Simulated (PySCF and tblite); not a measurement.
Results of a calculation; reference values are marked as such.
C9H14O, numbered as in [CH3:1][C:2]1=[CH:3][C:4](=[O:5])[CH2:6][C:7]([CH3:8])([CH3:9])[CH2:10]1.

Level: PBE0-D3(BJ)/def2-SVP (IEF-PCM, chloroform)//GFN2-xTB, thermal terms from GFN2-xTB, symmetry numbers and mirror pairs counted. Conformers within 2.5 kcal/mol (GFN2-xTB free energy) were kept, 3 at most. GIAO shieldings: KT2/pcSseg-1 (IEF-PCM, chloroform). Shifts are against TMS (¹H), TMS (¹³C) at the same level. Programs: PySCF with density fitting and tblite.

Q: What shifts does this protocol give at 298.15 K under fast conformational exchange?

A: ¹H: 5.93 (H3, 1H), 2.26 (H10, 2H), 2.15 (H1, 3H), 2.14 (H6, 2H), 1.07 (H8/H9, 6H) ppm. ¹³C: 190.2 (C4), 162.9 (C2), 123.1 (C3), 54.7 (C6), 49.6 (C10), 40.7 (C7), 29.5 (C8/C9), 28.9 (C1) ppm.

Shifts are unscaled: against experiment ¹³C can be off by 15 ppm or more and ¹H by 0.8 ppm.
